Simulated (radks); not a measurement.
Task: Ga+, configuration [Ar] 3d10 4s1 4p1 (not the ground configuration). Calculated with a radial shooting solver on a logarithmic mesh with Libxc functionals: Dirac Kohn-Sham, BLYP, spin-unpolarised, spherical densities, finite nucleus; open shells fill j = l - 1/2 first; Fermi nuclear charge, rms radius 3.9973 fm. Some entries of the table are withheld. Estimate them.

| orbital | occ. | eigenvalue (hartree) | <r> (bohr) | r(max) (bohr) |
|---|---|---|---|---|
| 1s1/2 | 2 | -376.3081 | 0.04860 | 0.03178 |
| 2s1/2 | 2 | -46.74670 | 0.2176 | 0.1825 |
| 2p1/2 | 2 | -41.43405 | 0.1883 | (1) |
| 2p3/2 | 4 | -40.41681 | 0.1918 | (2) |
| 3s1/2 | 2 | -5.80164 | 0.6518 | 0.5645 |
| 3p1/2 | 2 | (3) | 0.6719 | 0.5610 |
| 3p3/2 | 4 | (4) | 0.6827 | 0.5694 |
| 3d3/2 | 4 | -1.07879 | 0.8012 | (5) |
| 3d5/2 | 6 | -1.06172 | 0.8073 | (6) |
| 4s1/2 | 1 | -0.64012 | 2.182 | (7) |
| 4p1/2 | 1 | (8) | 2.766 | 2.245 |
| 4p3/2 | 0 | (9) | 2.806 | 2.280 |

Result: 
(1) 2p1/2 r(max) (bohr): 0.1444
(2) 2p3/2 r(max) (bohr): 0.1473
(3) 3p1/2 eigenvalue (hartree): -4.08539
(4) 3p3/2 eigenvalue (hartree): -3.95180
(5) 3d3/2 r(max) (bohr): 0.5307
(6) 3d5/2 r(max) (bohr): 0.5336
(7) 4s1/2 r(max) (bohr): 1.825
(8) 4p1/2 eigenvalue (hartree): -0.36904
(9) 4p3/2 eigenvalue (hartree): -0.36227
